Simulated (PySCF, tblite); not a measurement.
Isomers of C4H7N3OSi, one GFN2-xTB conformer each. Single-point energies are computed at PBE0/pcSseg-1 (PySCF, gas phase, no added dispersion term), electronic only.

Question: Rank them by PBE0/pcSseg-1 energy, lowest first (kJ/mol).
A. `[OH:1][SiH2:2][NH:3][c:4]1[cH:5][n:6][cH:7][n:8][cH:9]1` with H–O1–Si2–N3 180°, O1–Si2–N3–C4 61°, Si2–N3–C4–C5 -2°
B. `[CH3:1][c:2]1[n:3][cH:4][n:5][n:6][c:7]1[O:8][SiH3:9]` with N6–C7–O8–Si9 0°
C. `[NH2:1][SiH2:2][n:3]1[cH:4][n:5][c:6]([CH:7]=[O:8])[cH:9]1` with H–N1–Si2–N3 -171° and 47°, N1–Si2–N3–C4 27°, N5–C6–C7–O8 180°
D. `[CH2:1]=[CH:2][c:3]1[n:4][nH:5][c:6]([O:7][SiH3:8])[n:9]1` with C1–C2–C3–N4 180°, N5–C6–O7–Si8 180°
E. `[CH3:1][CH2:2][O:3][Si:4]([NH2:5])([C:6]#[N:7])[C:8]#[N:9]` with C1–C2–O3–Si4 180°, C2–O3–Si4–N5 180°, O3–Si4–N5–H -73° and 72°
F. `[N:1]#[C:2][Si@@H:3]1[NH:4][CH2:5][CH2:6][N:7]1[CH:8]=[O:9]` with C6–N7–C8–O9 175°, C2–Si3–N4–C5 -97°, Si3–N4–C5–C6 -28°, N4–C5–C6–N7 30°, C5–C6–N7–C8 164°

Answer: A (0.0), E (3.0), F (27.8), C (36.0), D (140.7), B (168.7).

As drawn, the lowest has an O–H bond and an N–H bond, which the highest lacks; the highest has an N–N linkage, which the lowest lacks. Neighbours under 10 kJ/mol apart (O[SiH2]Nc1cncnc1 and CCO[Si](N)(C#N)C#N; N#C[Si@@H]1NCCN1C=O and N[SiH2]n1cnc(C=O)c1) can change places with a better method, another conformer or zero-point energy. GFN2-xTB itself gives, in the same order: 0.0, 319.9, 184.7, 99.5, 75.0, 92.4. Both levels put the same isomer lowest; measured from each level's own lowest isomer, the values differ by up to 316.9 kJ/mol (CCO[Si](N)(C#N)C#N: 319.9 against 3.0).

Q: Which frontier levels, dipoles and rotational constants go with these structures?

A: 
```csv
SMILES,"HOMO (eV, PBE0/pcSseg-1)",LUMO (eV),dipole (D),"A, B, C (MHz)"
O[SiH2]Nc1cncnc1,-6.66,-0.96,4.81,"3736, 806.0, 700.8"
CCO[Si](N)(C#N)C#N,-8.74,-1.22,5.02,"1479, 969.9, 818.2"
N#C[Si@@H]1NCCN1C=O,-7.45,-0.76,6.73,"1762, 1431, 918.6"
N[SiH2]n1cnc(C=O)c1,-7.11,-1.21,7.00,"4360, 709.6, 623.0"
C=Cc1n[nH]c(O[SiH3])n1,-6.71,-0.59,2.23,"2785, 885.4, 677.1"
Cc1ncnnc1O[SiH3],-6.95,-1.84,2.42,"2537, 1115, 785.6"
```

Q: What happens when harmonic zero-point energies from GFN2-xTB frequencies are added?

A: 
| SMILES | ZPE (kJ/mol) | electronic (kJ/mol) | with ZPE (kJ/mol) |
| --- | --- | --- | --- |
| O[SiH2]Nc1cncnc1 | 290.0 | 0.0 | 0.0 |
| CCO[Si](N)(C#N)C#N | 293.9 | 3.0 | 7.0 |
| N#C[Si@@H]1NCCN1C=O | 297.9 | 27.8 | 35.7 |
| N[SiH2]n1cnc(C=O)c1 | 288.7 | 36.0 | 34.7 |
| C=Cc1n[nH]c(O[SiH3])n1 | 284.8 | 140.7 | 135.5 |
| Cc1ncnnc1O[SiH3] | 282.8 | 168.7 | 161.5 |

The zero-point energies span 15.1 kJ/mol. The lowest isomer stays, but the order above it changes.

Q: As an exercise, what shares would exp(−E/RT) give at 2000 K from these electronic energies alone (no entropy, no degeneracies)?

A: RT = 16.629 kJ/mol: O[SiH2]Nc1cncnc1 46.7 %, CCO[Si](N)(C#N)C#N 39.1 %, N#C[Si@@H]1NCCN1C=O 8.8 %, N[SiH2]n1cnc(C=O)c1 5.4 %, C=Cc1n[nH]c(O[SiH3])n1 under 0.1 %, Cc1ncnnc1O[SiH3] under 0.1 %.
